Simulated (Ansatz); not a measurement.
Consider the ligand exchange at a Ge–C bond: `N=[C](S)[GeH3]` + `N[SiH2]S` → `N[SiH2][S][GeH3]` + `N=CS`.

Calculated with Ansatz (gas phase, PBE0-D4/def2-TZVP geometries, no zero-point term in ΔE). CCSD(T)/CBS adds triple-zeta CCSD(T) − MP2 to the extrapolated MP2 energy (def2 sets, frozen cores). This one scheme is used for every species. Functionals use def2-TZVPP. B3LYP here is the variant with VWN-RPA as its local correlation; programs differ in this. For Ge outer-core shells are correlated without core-valence functions, which leaves a few kJ/mol of doubt a bond. Scalar relativity is left out up to krypton. One conformer a species, not always the lowest.

`N=[C](S)[GeH3]`:

Z-matrix (Å, degrees):
```
Ge
C 1 1.973
H 1 1.537 2 108.3
H 1 1.538 2 108.4 3 117.6
H 1 1.529 2 108.6 3 -121.1
S 2 1.776 1 118.5 3 -66.2
N 2 1.263 1 118.3 3 112.7
H 6 1.342 2 97.7 1 -3.6
H 7 1.023 2 113.6 1 -179.3
```

`N[SiH2]S`:

Cartesian coordinates in Å:
```
N 0.083 0.703 1.243
Si 0.018 -0.463 0.000
S 0.195 0.445 -1.942
H 0.941 0.870 1.740
H -0.523 1.507 1.254
H -1.271 -1.200 -0.016
H 1.139 -1.396 0.271
H -0.583 -0.467 -2.550
```

`N[SiH2][S][GeH3]`:

Z-matrix (Å, degrees):
```
Si
S 1 2.147
N 1 1.708 2 113.0
H 1 1.484 2 109.4 3 119.4
H 1 1.486 2 107.5 3 -120.8
Ge 2 2.223 1 97.0 3 165.2
H 3 1.008 1 120.3 2 -64.4
H 3 1.007 1 119.6 2 79.7
H 6 1.533 2 106.4 1 162.7
H 6 1.538 2 109.6 1 43.2
H 6 1.536 2 110.1 1 -77.4
```

`N=CS`:

```xyz
6

N    -0.385   -0.559    0.839
C     0.052   -0.245   -0.302
S     0.513    1.383   -0.740
H    -0.594   -1.555    0.884
H     0.194   -0.933   -1.142
H     0.220    1.909    0.462
```

```csv
level,ΔE (kcal/mol),difference from CCSD(T)/CBS
PBE-D4,-16.4,-0.2
r2SCAN-D4,-16.9,-0.7
PBE0-D4,-17.5,-1.3
B3LYP-D4,-16.5,-0.3
ωB97X-V,-17.0,-0.8
ωB97M-V,-17.0,-0.8
B2PLYP,-16.6,-0.4
PBE,-16.3,-0.1
r2SCAN,-16.8,-0.6
PBE0,-17.5,-1.3
B3LYP,-16.4,-0.2
HF/def2-TZVPP,-18.8,-2.6
MP2/def2-TZVPP,-16.8,-0.6
SCS-MP2/def2-TZVPP,-16.6,-0.4
CCSD/def2-TZVPP,-16.4,-0.2
CCSD(T)/def2-TZVPP,-16.1,0.1
HF/def2-QZVPP,-18.8,-2.6
MP2/def2-QZVPP,-16.9,-0.7
SCS-MP2/def2-QZVPP,-16.7,-0.5
HF/CBS(def2),-18.8,-2.6
MP2/CBS(def2),-17.0,-0.8
CCSD/CBS(def2),-16.5,-0.3
CCSD(T)/CBS,-16.2,0
```

Largest T1 diagnostic among the species: 0.014.

From PBE to PBE0 (25 % exact exchange), in def2-TZVPP and without D4, ΔE moves by −1.2 kcal/mol. In def2-TZVPP, CCSD(T) changes the Hartree–Fock value by +2.7 kcal/mol (the triples alone add +0.3 kcal/mol) and MP2 by +2.0 kcal/mol.
